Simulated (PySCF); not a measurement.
C₂H₁₀O₂Si₂, SMILES C[Si@](OC)(O)[SiH3].

Coordinates come from a TPSSh-D3(BJ)/def2-SVP optimisation. The structure was generated by enumeration; whether it is a known compound was not checked. Other conformers were not sampled.

Computed with PBE0/def2-TZVP run with PySCF.

Question: Estimate the frontier levels, gap, dipole moment and polarisability. (Estimate from the structure and the level; the computed values follow.)

Answer: 
```yaml
highest_occupied_level: -7.42 eV
lowest_empty_level: 0.27 eV
orbital_gap: 7.69 eV
dipole_moment: 2.26 D
quadrupole, principal values (traceless, Buckingham form, about the centre of nuclear charge): -2.96, -0.98, 3.93 D·Å
mean_static_polarisability: 85.9 bohr³ (12.73 Å³)
polarisability_principal_values: 78.2, 84.5, 94.9 bohr³
```
